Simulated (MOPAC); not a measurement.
Job for MOPAC: PM3 on GaH3O2 (SMILES [OH][GaH][OH]), a point of a torsion scan.

```
PM3 1SCF PRECISE CHARGE=0 THREADS=1
GaH3O2

O     -1.52275910 1    -0.36909500 1     0.25400496 1
Ga    -0.17863906 1     0.53706590 1     0.77806305 1
O      0.14935496 1     2.03684496 1    -0.01335384 1
H     -1.90299016 1    -0.81044081 1    -0.49849093 1
H      0.48828411 1    -0.01700897 1     2.00808247 1
H      0.81057295 1     2.71151486 1     0.11006276 1
```

Program output:

```
*******************************************************************************
 **                                                                           **
 **                              MOPAC v23.2.5                                **
 **                                                                           **
 *******************************************************************************
 ** MOPAC's Digital Object Identifier: https://doi.org/10.5281/zenodo.6511958 **
 **                                                                           **
 ** Please cite the open-source release paper for use of this MOPAC version:  **
 ** J. E. Moussa and J. J. P. Stewart (2026)                                  **
 ** MOPAC: An open-source semiempirical molecular orbital program             **
 ** J. Open Source Softw., 11(119), 8025, https://doi.org/10.21105/joss.08025 **
 *******************************************************************************

                              PM3 CALCULATION RESULTS

 *******************************************************************************
 *  PM3        - The PM3 Hamiltonian to be used
 *
 *
 *
 *                 CHARGE ON SYSTEM = 0
 *
 *
 *
 *  PRECISE    - TIGHTER CRITERIA TO BE USED
 *  1SCF       - DO 1 SCF AND THEN STOP
 *  THREADS=1  - MULTI-THREADING NOT USED
 *  T=         - A TIME OF 172800.0 SECONDS REQUESTED
 *  DUMP=N     - RESTART FILE WRITTEN EVERY 7200.0 SECONDS REQUESTED
 *******************************************************************************
PM3 1SCF PRECISE CHARGE=0 THREADS=1
 GaH3O2

   ATOM   CHEMICAL          X               Y               Z
  NUMBER   SYMBOL      (ANGSTROMS)     (ANGSTROMS)     (ANGSTROMS)

     1       O         -1.52275910  *  -0.36909500  *   0.25400496  *
     2      Ga         -0.17863906  *   0.53706590  *   0.77806305  *
     3       O          0.14935496  *   2.03684496  *  -0.01335384  *
     4       H         -1.90299016  *  -0.81044081  *  -0.49849093  *
     5       H          0.48828411  *  -0.01700897  *   2.00808247  *
     6       H          0.81057295  *   2.71151486  *   0.11006276  *



          CARTESIAN COORDINATES

    NO.       ATOM           X           Y           Z

     1         O         -1.5228     -0.3691      0.2540
     2        Ga         -0.1786      0.5371      0.7781
     3         O          0.1494      2.0368     -0.0134
     4         H         -1.9030     -0.8104     -0.4985
     5         H          0.4883     -0.0170      2.0081
     6         H          0.8106      2.7115      0.1101

  H: (PM3): J. J. P. STEWART, J. COMP. CHEM. 10, 209 (1989).
  O: (PM3): J. J. P. STEWART, J. COMP. CHEM. 10, 209 (1989).
 Ga: (PM3): J. J. P. STEWART, J. COMP. CHEM. 12, 320-341 (1991).

           Empirical Formula: H3 O2 Ga  =     6 atoms



      MOLECULAR POINT GROUP   :   C1


      RHF CALCULATION, NO. OF DOUBLY OCCUPIED LEVELS = 9


 -------------------------------------------------------------------------------
 PM3 1SCF PRECISE CHARGE=0 THREADS=1
 GaH3O2



     1SCF WAS SPECIFIED, SO BFGS WAS NOT USED
     SCF FIELD WAS ACHIEVED


                              PM3 CALCULATION
                                                       MOPAC v23.2.5 Linux




          FINAL HEAT OF FORMATION =        -41.52357 KCAL/MOL =    -173.73461 KJ/MOL


          COSMO AREA              =         88.69 SQUARE ANGSTROMS
          COSMO VOLUME            =         68.92 CUBIC ANGSTROMS

          IONIZATION POTENTIAL    =         10.575775 EV
          HOMO LUMO ENERGIES (EV) =        -10.576 -1.436
          NO. OF FILLED LEVELS    =          9
          MOLECULAR WEIGHT        =        104.7575         POINT GROUP:  C1

          MOLECULAR DIMENSIONS (Angstroms)

            Atom       Atom       Distance
            H     6    H     4     4.48753
            H     5    O     3     2.67134
            O     1    H     4     0.35367


          SCF CALCULATIONS        =          1





   ATOM   CHEMICAL          X               Y               Z
  NUMBER   SYMBOL      (ANGSTROMS)     (ANGSTROMS)     (ANGSTROMS)

     1       O         -1.52275910  *  -0.36909500  *   0.25400496  *
     2      Ga         -0.17863906  *   0.53706590  *   0.77806305  *
     3       O          0.14935496  *   2.03684496  *  -0.01335384  *
     4       H         -1.90299016  *  -0.81044081  *  -0.49849093  *
     5       H          0.48828411  *  -0.01700897  *   2.00808247  *
     6       H          0.81057295  *   2.71151486  *   0.11006276  *

                             CARTESIAN COORDINATES

   1    O       -1.522759100    -0.369095000     0.254004960
   2   Ga       -0.178639060     0.537065900     0.778063050
   3    O        0.149354960     2.036844960    -0.013353840
   4    H       -1.902990160    -0.810440810    -0.498490930
   5    H        0.488284110    -0.017008970     2.008082470
   6    H        0.810572950     2.711514860     0.110062760


           Empirical Formula: H3 O2 Ga  =     6 atoms



      MOLECULAR POINT GROUP   :   C1


                  EIGENVALUES
 -35.41013 -34.56656 -18.57778 -15.27423 -13.92533 -11.92618 -11.73251 -11.10828
 -10.57577  -1.43606  -1.13714  -0.94365   0.21818   5.66361   5.79089


              NET ATOMIC CHARGES AND DIPOLE CONTRIBUTIONS

  ATOM NO.   TYPE          CHARGE      No. of ELECS.   s-Pop       p-Pop
    1          O          -0.702369        6.7024     1.78597     4.91640
    2         Ga           1.073026        1.9270     1.07260     0.85438
    3          O          -0.745151        6.7452     1.78889     4.95626
    4          H           0.219232        0.7808     0.78077
    5          H          -0.065095        1.0651     1.06509
    6          H           0.220356        0.7796     0.77964
 DIPOLE           X         Y         Z       TOTAL
 POINT-CHG.     2.383    -1.255     2.165     3.456
 HYBRID        -0.392     0.503    -1.154     1.318
 SUM            1.992    -0.752     1.011     2.357


          ATOMIC ORBITAL ELECTRON POPULATIONS

     Atom    s        px        py        pz
    1  O   1.78597   1.69930   1.71493   1.50218
    2 Ga   1.07260   0.22892   0.21062   0.41483
    3  O   1.78889   1.58740   1.51484   1.85402
    4  H   0.78077
    5  H   1.06509
    6  H   0.77964

 **********************
 *                    *
 * JOB ENDED NORMALLY *
 *                    *
 **********************




 == MOPAC DONE ==
```

The run finished.

Cost: around 0.020 core-seconds (rough).
